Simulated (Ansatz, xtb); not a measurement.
System: sum formula SiH2I (charge +1, singlet). SMILES of the parent species: [SiH2]I
Geometry from a B3LYP-D3(BJ)/def2-TZVP (Ansatz, a first-principles code) optimisation:
```
Si
H 1 1.4687
H 1 1.4687 2 120.23
I 1 2.3187 2 119.89 3 -180.00
```
Charge +1, spin multiplicity 1.

Harmonic wavenumbers from GFN2-xTB (xtb, at its own minimum), cm⁻¹: 402, 478, 621, 693, 2354, 2358.

**Question.** Give the harmonic wavenumbers at B3LYP-D3(BJ)/def2-TZVP (Ansatz, finite differences of forces, unscaled).

**Answer.** 439, 554, 635, 933, 2278, 2335 cm⁻¹. Zero-point energy 10.3 kcal/mol.

**Question.** From these and the geometry, give the ideal-gas thermochemistry at 298.15 K and 1 atm (rigid rotor, harmonic oscillator).

**Answer.** Point group C2v, rotational symmetry number 2. Rotational constants 154.6, 3.678, 3.593 GHz. S(trans) 41.06, S(rot) 21.20, S(vib) 1.88, S(elec, spin only) 0.00, S 64.1 cal/(mol K). H(298) - H(0) 2.78 kcal/mol; G - E(el) -6.1 kcal/mol.
